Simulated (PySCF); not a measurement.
**Radial density of Co²⁺ (cobalt, charge +2)**

UHF, [Ar] 3d6 4p1, one real determinant (an excited configuration). Computed with PySCF 2.14 in aug-cc-pVTZ-DK (8s7p5d3f2g, 93 functions), with the spin-free X2C one-electron Hamiltonian (Gaussian nucleus).

| r (bohr) | 4πr²ρ (e/bohr) | 4πr²(ρα − ρβ) |
| --- | --- | --- |
| 0.000997 | 0.2424 | 0.0000 |
| 0.00168 | 0.6093 | 0.0000 |
| 0.00282 | 1.499 | 0.0000 |
| 0.00474 | 3.558 | 0.0001 |
| 0.00798 | 7.951 | 0.0002 |
| 0.0134 | 15.95 | 0.0004 |
| 0.0226 | 26.59 | 0.0012 |
| 0.0380 | 32.73 | 0.0047 |
| 0.0639 | 27.85 | 0.0197 |
| 0.107 | 27.61 | 0.0798 |
| 0.181 | 36.77 | 0.3571 |
| 0.304 | 20.94 | 1.5850 |
| 0.511 | 16.08 | 3.9545 |
| 0.860 | 15.08 | 3.7474 |
| 1.45 | 3.356 | 1.3205 |
| 2.43 | 0.6273 | 0.5376 |
| 4.09 | 0.1407 | 0.1401 |
| 6.88 | 0.001649 | 0.0016 |

Densities and radii are taken from the X2C orbitals without a picture-change correction, which distorts them close to the nucleus.

⟨L²⟩ = 8.01 against 12 for a pure F term, so this real determinant mixes terms.
